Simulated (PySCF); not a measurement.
# Bi⁷⁷⁺ (bismuth, charge +77): Hartree-Fock from Schrödinger to Dirac-Coulomb-Breit

Occupied: 1s1/2, 2s1/2, 2p1/2. Hartree-Fock calculated with PySCF 2.14 in an even-tempered Gaussian basis (15 s from 22 bohr⁻², ratio 2.7; 13 p from 27 bohr⁻², ratio 2.7), Gaussian nucleus throughout. NR is non-relativistic, sf-X2C the spin-free one-electron X2C Hamiltonian, X2C adds the bare one-electron spin-orbit term, X2C-SNSO screens it by Boettger's factors, DC is four-component Dirac-Coulomb, and the Gaunt and Breit terms are added at first order (total energies over the DC spinors, levels after relaxing the spinors in that mean field). QED terms are absent. Levels marked empty are virtual spinors of this ion.

| Hamiltonian | E (hartree) | E − E(DC) (hartree) | CPU seconds |
| --- | --- | --- | --- |
| X2C | -11275.7599 | 3.0281 | 0.19 |
| X2C-SNSO | -11271.6591 | 7.1289 | 0.19 |
| DC | -11278.7880 | 0.0000 | 8.1 |
| DC+Gaunt | -11263.4239 | 15.3641 | 13 |
| DC+Breit | -11264.1927 | 14.5953 | 38 |

| level (eV) | X2C | X2C-SNSO | DC | DC+Gaunt | DC+Breit |
| --- | --- | --- | --- | --- | --- |
| 1s1/2 | -100210.1 | -100213.8 | -100314.1 | -100007.8 | -100017.6 |
| 2s1/2 | -24531.3 | -24532.4 | -24547.6 | -24514.3 | -24517.3 |
| 2p1/2 | -24252.8 | -24197.6 | -24215.7 | -24147.5 | -24154.6 |
| 2p3/2 (empty) | -21305.9 | -21322.1 | -21325.4 | -21295.0 | -21302.1 |
| 3s1/2 (empty) | -10234.0 | -10234.2 | -10238.2 | -10228.8 | -10230.2 |

Weight of the small component: 1s1/2 0.101, 2s1/2 0.0246, 2p1/2 0.0245, 2p3/2 0.0217, 3s1/2 0.0102.

Koopmans' value for the highest occupied level at DC+Breit: 24154.6 eV, against an ionisation energy of 24150 ± 120 eV (theoretical estimate listed by NIST; NIST Atomic Spectra Database, ionization energies); the former lacks relaxation, correlation, QED and recoil.

The whole ladder took 61 s of wall time on 1 thread of Neoverse-V1 (shared host), launched as `OMP_NUM_THREADS=1 python relrun2.py TASK.json OUT` (a driver that calls PySCF for each Hamiltonian).

Dirac-Coulomb iterations, started from the X2C spinors:

```
with_ssss True, with_gaunt False, with_breit False
light speed = 137.03599967994
init E= -11142.6044141553
cycle= 1 E= -11278.7865891569  delta_E= -136  |g|= 4.35  |ddm|= 0.169
cycle= 2 E= -11278.7879920625  delta_E= -0.0014  |g|= 0.0173  |ddm|= 0.00236
cycle= 3 E= -11278.7879921459  delta_E= -8.34e-08  |g|= 0.000151  |ddm|= 3.83e-05
cycle= 4 E= -11278.7879921459  delta_E= -1.09e-11  |g|= 2.07e-06  |ddm|= 4.38e-07
```
